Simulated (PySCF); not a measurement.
4H-1,3,5-oxadiazine (C₃H₄N₂O), SMILES N1CN=COC=1.

Coordinates come from a PBE0-D3(BJ)/def2-SVP optimisation. One conformer was computed; it need not be the lowest.

Level of theory: PySCF with TDDFT-PBE/def2-SVPD.

Vertical excitations. Isolated molecule, no solvent. State labels are in the subgroup C2v.

```json
[
 {"state": "S1", "symmetry": "B1", "energy (eV)": "4.27", "λ (nm)": "291", "f": "0.005", "main pairs": "HOMO→LUMO 100 %"},
 {"state": "S2", "symmetry": "B2", "energy (eV)": "4.80", "λ (nm)": "258", "f": "0.004", "main pairs": "HOMO−1→LUMO 98 %"},
 {"state": "S3", "symmetry": "A2", "energy (eV)": "5.64", "λ (nm)": "220", "f": "0.000", "main pairs": "HOMO−2→LUMO 70 %, HOMO→LUMO+1 30 %"},
 {"state": "S4", "symmetry": "A2", "energy (eV)": "5.95", "λ (nm)": "208", "f": "0.000", "main pairs": "HOMO→LUMO+1 69 %, HOMO−2→LUMO 30 %"},
 {"state": "S5", "symmetry": "B2", "energy (eV)": "6.12", "λ (nm)": "203", "f": "0.004", "main pairs": "HOMO→LUMO+2 100 %"},
 {"state": "S6", "symmetry": "B1", "energy (eV)": "6.41", "λ (nm)": "193", "f": "0.000", "main pairs": "HOMO−1→LUMO+2 100 %"},
 {"state": "S7", "symmetry": "A1", "energy (eV)": "6.49", "λ (nm)": "191", "f": "0.030", "main pairs": "HOMO−1→LUMO+1 69 %, HOMO−3→LUMO 30 %"},
 {"state": "S8", "symmetry": "B2", "energy (eV)": "7.01", "λ (nm)": "177", "f": "0.019", "main pairs": "HOMO→LUMO+3 100 %"},
 {"state": "S9", "symmetry": "A1", "energy (eV)": "7.11", "λ (nm)": "174", "f": "0.028", "main pairs": "HOMO→LUMO+4 100 %"},
 {"state": "S10", "symmetry": "B1", "energy (eV)": "7.31", "λ (nm)": "170", "f": "0.007", "main pairs": "HOMO−1→LUMO+3 100 %"},
 {"state": "T1", "symmetry": "B1", "energy (eV)": "3.80", "λ (nm)": "326", "f": "0", "main pairs": "HOMO→LUMO 100 %"},
 {"state": "T2", "symmetry": "B2", "energy (eV)": "3.90", "λ (nm)": "318", "f": "0", "main pairs": "HOMO−1→LUMO 98 %"},
 {"state": "T3", "symmetry": "A2", "energy (eV)": "5.16", "λ (nm)": "240", "f": "0", "main pairs": "HOMO−2→LUMO 82 %, HOMO→LUMO+1 17 %"},
 {"state": "T4", "symmetry": "A1", "energy (eV)": "5.26", "λ (nm)": "236", "f": "0", "main pairs": "HOMO−1→LUMO+1 68 %, HOMO−3→LUMO 31 %"}
]
```
Triplets are in the Tamm–Dancoff approximation, which puts them higher than full response would, so one can lie above its singlet here.
